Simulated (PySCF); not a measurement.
A structure optimised at B3LYP-D3(BJ)/def2-SVP, used in a PySCF frequency run:

```xyz
10

C     -1.1196     1.3911     0.0000
C     -1.5082     0.0933     0.0000
Ge     0.1772    -0.9515     0.0000
Si     0.7744     1.3756     0.0000
H     -1.8306     2.2283     0.0000
H     -2.5573    -0.2310     0.0000
H      0.3966    -1.8278    -1.2538
H      0.3966    -1.8278     1.2538
H      1.4240     1.9697     1.2075
H      1.4240     1.9697    -1.2075
```
Charge 0, spin multiplicity 1.

Write its SMILES, formula and point group.

C1=[CH][GeH2][SiH2]1, C₂H₆GeSi, Cs

What are its rotational constants (standard atomic weights)?

6.1703, 3.0228, 2.1335 GHz
